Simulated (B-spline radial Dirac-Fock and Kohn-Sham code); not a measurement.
## Elastic and transport cross sections of terbium for electrons

These are calculated numbers from an atomic code on a B-spline grid; the model is relativistic (Dirac) partial waves in the static field of the Dirac-Fock atom with Furness-McCarthy exchange, without polarisation or absorption potentials. σ_tr1 and σ_tr2 weight the cross section with 1 − P₁ and 1 − P₂ of cos θ; "backward" is the share scattered beyond 90°.

```
energy (eV)  σ (a₀²)  σ_tr1 (a₀²)  σ_tr2 (a₀²)  σ/σ_tr1  backward (%)
       1550     9.08         1.52         1.43     5.99           7.1
       1770     8.47         1.30         1.28     6.51           6.3
       1870     8.23         1.22         1.22     6.75           6.0
       1900     8.16         1.20         1.21     6.82           5.9
       2000     7.94         1.13         1.16     7.05           5.6
       2220     7.51        0.991         1.06     7.57           5.1
       2320        ?            ?            ?        ?             ?
       2390     7.22        0.905        0.995     7.97           4.8
       2620     6.87        0.806        0.918     8.52           4.4
       2900     6.50        0.708        0.837     9.18           4.0
       3000     6.38        0.678        0.811     9.42           3.8
       3210     6.15        0.620        0.761     9.91           3.6
       3960     5.48        0.469        0.619     11.7           3.0
       4560     5.06        0.388        0.536     13.1           2.6
       4970     4.82        0.344        0.489     14.0           2.4
```

Task: Fill in the row for 2.32 keV.

Result: σ = 7.33 a₀², σ_tr1 = 0.939 a₀², σ_tr2 = 1.02 a₀², σ/σ_tr1 = 7.81, backward 4.9 %. The ratio σ/σ_tr1 is roughly the number of elastic collisions that randomise the direction.
